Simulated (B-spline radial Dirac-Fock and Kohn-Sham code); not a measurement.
Kohn-Sham estimates against Dirac-Fock for the levels of Ni⁵⁺

System: Ni⁵⁺ in the configuration 1s2 2s2 2p6 3s2 3p6 3d5.

The density-functional columns are spherical, spin-unpolarised Dirac-Kohn-Sham results without Breit or QED terms: −ε is minus the orbital energy of the initial state and ΔSCF the difference of two total energies. The reference in the last column comes from multi-electron Dirac-Fock with separately optimised hole states, Breit and Lamb-shift corrections added in first order. All numbers are from a radial atomic solver, in eV; a selection of levels is shown. For the 1s level of heavy atoms much of the gap between ΔSCF and the reference is the Breit and QED part, -14.5 eV here; for other levels the error of the functional can be larger.

| level | PBE −ε | PBE ΔSCF | LDA −ε | LDA ΔSCF | Dirac-Fock |
| --- | --- | --- | --- | --- | --- |
| K | 8301.3 | 8476.5 | 8284.3 | 8459.0 | 8445.4 |
| L1 | 1074.3 | 1106.8 | 1072.4 | 1105.0 | 1128.7 |
| L2 | 948.8 | 987.2 | 948.3 | 986.7 | 987.8 |
| L3 | 931.3 | 969.1 | 930.9 | 968.6 | 970.7 |
| M1 | 197.7 | 211.3 | 197.2 | 210.7 | 220.4 |
| M2 | 158.9 | 172.2 | 158.8 | 172.1 | 174.4 |
| M3 | 156.5 | 169.7 | 156.4 | 169.6 | 172.0 |
| M4,5 | 92.24 | 105.0 | 92.54 | 105.3 | 103.2 |

Problem. Order the estimates of the K (1s) level by their distance from the Dirac-Fock value, nearest first.
A. LDA −ε
B. LDA ΔSCF
C. PBE −ε
D. PBE ΔSCF

Solution. B (13.5 eV), D (31.1 eV), C (144.2 eV), A (161.2 eV).

Values without a named source are computed, but for edge energies of neutral atoms, which are taken from tables.
